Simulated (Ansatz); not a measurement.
`[F][Zr]([F])([Cl])[SeH]` + HCl → `[F][Zr]([F])([Cl])[Cl]` + H₂Se at 600 K and 1 bar (ligand exchange at a Zr–Se bond).

Isolated molecules relaxed with PBE0-D4/def2-TZVP in Ansatz; ΔE leaves out vibrations. CBS: MP2 limit from def2 TZ/QZ plus the TZ coupled-cluster correction, frozen cores. This one scheme is used for every species. def2 core potentials past Kr. For Se, Zr outer-core shells are correlated without core-valence functions, which leaves a few kJ/mol of doubt a bond. Scalar relativity is left out up to krypton. Each species was taken in one conformer, which may not be the lowest.

```csv
species,CCSD(T)/CBS energy (Eh),H − E (kJ/mol),S (J/(mol·K))
`[F][Zr]([F])([Cl])[SeH]`,-3107.94524,92.8,478.3
HCl,-460.38127,35.4,207.2
`[F][Zr]([F])([Cl])[Cl]`,-1166.45079,68.1,429.2
H₂Se,-2401.89790,57.0,244.8
```

H − E and S are ideal-gas, rigid-rotor, harmonic terms from PBE0-D4/def2-TZVP, for one conformer and one mirror image of each species. 1 Eh = 2625.50 kJ/mol, R = 8.31446 J/(mol·K).

**Question.** By hand: ΔE, ΔH, ΔS and ΔG.

**Answer.** ΔE = (-1166.45079) + (-2401.89790) − (-3107.94524) − (-460.38127) = -0.02218 Eh = -58.2 kJ/mol. Δ(H − E) = 68.1 + 57.0 − 92.8 − 35.4 = -3.1, so ΔH = -61.3 kJ/mol. ΔS = 429.2 + 244.8 − 478.3 − 207.2 = -11.5 J/(mol·K). ΔG = -61.3 − 600 × (-11.5)/1000 = -54.4 kJ/mol.

**Question.** By hand: the equilibrium constant, and the temperature at which ΔG would vanish if ΔH and ΔS stayed fixed.

**Answer.** log₁₀ K = −ΔG/(RT ln 10) = 4.7. ΔG = 0 at ΔH/ΔS = 5330 K, far beyond where these terms or the molecules hold.

The number of gas molecules stays the same, so ΔS is small and ΔH decides. A doubt of 5 kJ/mol in ΔE shifts log₁₀ K by 0.4 here. Other conformers and mirror images would add mixing entropy, several J/(mol·K) or more a flexible species. These are equilibria of isolated gas molecules and say nothing of rates. Largest T1 diagnostic: 0.017 (customary marks: 0.02 for closed shells, 0.045 for open ones).
